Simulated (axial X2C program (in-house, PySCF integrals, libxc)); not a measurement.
**Spin–orbit effects down a group: molecules with Na (ions), PBE0**

All values come from calculations with an in-house relativistic program for diatomic molecules, spin-free (one-electron X2C) or two-component (2c: spin–orbit coupling with atomic mean-field Coulomb and Gaunt terms, which also bring small scalar terms), in Dyall basis sets with cores contracted in-house; open shells are unrestricted.

Basis sets: Ag dyall-cv3z, Au dyall-cv3z, Cu dyall-cv3z, Na dyall-cv3z.

```json
{"molecule": "NaCu⁺", "spin-free state": "M_S = 1/2, Λ = 0", "Re (Å)": "3.005", "ωe (cm⁻¹)": "119.0", "De (eV)": "0.50", "2c state": "Ω = 1/2", "Re 2c (Å)": "3.005", "ωe 2c (cm⁻¹)": "119.0", "De 2c (eV)": "0.50"}
{"molecule": "NaAg⁺", "spin-free state": "M_S = 1/2, Λ = 0", "Re (Å)": "3.109", "ωe (cm⁻¹)": "109.9", "De (eV)": "0.51", "2c state": "Ω = 1/2", "Re 2c (Å)": "3.109", "ωe 2c (cm⁻¹)": "109.9", "De 2c (eV)": "0.51"}
{"molecule": "NaAu⁺", "spin-free state": "M_S = 1/2, Λ = 0", "Re (Å)": "2.971", "ωe (cm⁻¹)": "123.8", "De (eV)": "0.43", "2c state": "Ω = 1/2", "Re 2c (Å)": "2.968", "ωe 2c (cm⁻¹)": "125.2", "De 2c (eV)": "0.44"}
```

Question: Work out the shifts from the spin-free to the two-component result.

Answer: 

```json
{"molecule": "NaCu⁺", "2c state": "Ω = 1/2", "ΔRe (Å)": "0.000", "Δωe (cm⁻¹)": "0.0", "ΔDe (eV)": "0.00"}
{"molecule": "NaAg⁺", "2c state": "Ω = 1/2", "ΔRe (Å)": "0.000", "Δωe (cm⁻¹)": "0.0", "ΔDe (eV)": "0.00"}
{"molecule": "NaAu⁺", "2c state": "Ω = 1/2", "ΔRe (Å)": "-0.003", "Δωe (cm⁻¹)": "1.4", "ΔDe (eV)": "0.01"}
```

Shifts of one unit in the last digit are rounding.

Fragments in 2c: Cu + Na+, Ag + Na+, Au + Na+. Each entry is the lowest single determinant of a limited PBE0 search at one distance. De goes to single-determinant-based atoms at the same level (for ions the charge split of lowest energy) and is withheld (n/a) where an atom does not fit its ground term or J level. Main or longest-lived isotopes.
